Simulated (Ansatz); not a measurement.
[CuCl4]- (CuCl4⁻). The state is a triplet with charge -1. Geometry r2SCAN-D4/def2-SVPD; atoms count from 1.

```xyz
5

Cu    0.0000    0.0000    0.0001
Cl    1.3536    0.9021    1.5768
Cl    1.3028    0.8882   -1.6266
Cl   -1.3564   -0.8977   -1.5768
Cl   -1.3001   -0.8926    1.6265
```

At PBE0-D4/def2-TZVPD a singlet of charge -1 lies 0.40 eV below the triplet, each at its own geometry.

(1) Estimate the Mulliken populations from the PBE0/def2-TZVPD orbitals of Ansatz.

(2) Where does the spin sit?

(3) And the Mayer bond orders between heavy atoms (over 0.3)?

Results:

(1) 
| atom | charge (e) | spin (α − β) | d electrons |
| --- | --- | --- | --- |
| Cu1 | -0.07 | 0.51 | 9.43 |
| Cl2 | -0.23 | 0.37 | – |
| Cl3 | -0.23 | 0.37 | – |
| Cl4 | -0.23 | 0.37 | – |
| Cl5 | -0.23 | 0.37 | – |
Mulliken values depend strongly on the basis. With diffuse functions, as here, like atoms can get unlike values, and bond orders can come out too low or too high.

(2) Summed by element: Cu 0.51, Cl 1.49, of 2 unpaired in all. Largest on single atoms: Cu1 0.51, Cl4 0.37, Cl3 0.37.

(3) Cu1–Cl2 0.68 (2.27 Å); Cu1–Cl3 0.68 (2.27 Å); Cu1–Cl4 0.68 (2.27 Å); Cu1–Cl5 0.68 (2.27 Å).
